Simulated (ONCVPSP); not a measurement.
Reading a pseudo-wave (hafnium)

Columns: radius, all-electron u(r) and pseudo u(r) of the 5d shell (level -2.69 eV) of hafnium in the configuration [Kr] 4d10 4f14 5s2 5p6 5d2 6s2; PBE, scalar-relativistic, ONCV scheme, ONCVPSP 4.0.1.

```
r (bohr)  all-electron  pseudo
   0.160        0.1373  0.0028
   0.320       -0.2128  0.0216
   0.480       -0.2376  0.0675
   0.640       -0.0386  0.1437
   0.800        0.1891  0.2446
   0.960        0.3743  0.3581
   1.120        0.5051  0.4689
   1.280        0.5881  0.5630
   1.440        0.6342  0.6309
   1.600        0.6538  0.6693
   1.760        0.6550  0.6806
   1.920        0.6441  0.6706
   2.080        0.6255  0.6471
   2.240        0.6021  0.6166
   2.400        0.5762  0.5843
   2.560        0.5491  0.5526
   2.720        0.5215  0.5226
   2.880        0.4939  0.4942
   3.040        0.4668  0.4668
   3.200        0.4403  0.4403
   3.360        0.4146  0.4146
   3.520        0.3897  0.3897
   3.680        0.3658  0.3658
   3.840        0.3429  0.3429
   4.000        0.3210  0.3210
   4.160        0.3002  0.3002
```

Question: How many radial nodes do the two functions have?

Answer: The all-electron 5d function has n − l − 1 = 2; the pseudo-wave has 0, since the states of the same l below it are removed with the core.

Question: At about which radius was the pseudo-wave matched?

Answer: 3.20 bohr. The columns agree to 0.0005 from 2.88 bohr on; several derivatives are matched, so the curves merge somewhat inside the radius.

Question: Where does each function peak?

Answer: Outermost all-electron maximum near 1.76 bohr, pseudo maximum near 1.76 bohr (to the table’s step).

Question: Is the pseudo-wave norm-conserving?

Answer: Yes: the ONCV scheme keeps the norm inside the radius equal to the all-electron one, which fixes the energy derivative of the logarithmic derivative at the level.
